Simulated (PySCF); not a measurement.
Sn(H)(Cl)(OH)2 (ClH3O2Sn), SMILES [OH][SnH]([OH])[Cl]. Atoms are numbered in the order given.

```xyz
7

Sn    -0.0589    -0.1687     0.3641
O     -1.1768    -1.6300    -0.3580
O     -1.2192     1.3885     0.7678
Cl     1.4180     0.6076    -1.3157
H      0.7586    -0.7841     1.7233
H     -1.7730    -1.3267    -1.0580
H     -0.9805     2.1496     0.2177
```
Charge 0, spin multiplicity 1.

Coordinates come from a B3LYP-D3(BJ)/def2-SVP optimisation. The def2 effective core potentials stand for the cores of Sn; spin–orbit coupling is left out. One conformer was computed; it need not be the lowest.

Computed with PBE0/def2-TZVP run with PySCF.

Computed frontier levels, gap, dipole moment and polarisability:
```json
{
 "highest_occupied_level": "-9.05 eV",
 "lowest_empty_level": "-1.71 eV",
 "orbital_gap": "7.33 eV",
 "dipole_moment": "0.65 D",
 "quadrupole, principal values (traceless, Buckingham form, about the centre of nuclear charge)": "-8.76, -1.29, 10.05 D·Å",
 "mean_static_polarisability": "55.6 bohr³ (8.23 Å³)",
 "polarisability_principal_values": "50.3, 52.5, 64.0 bohr³"
}
```
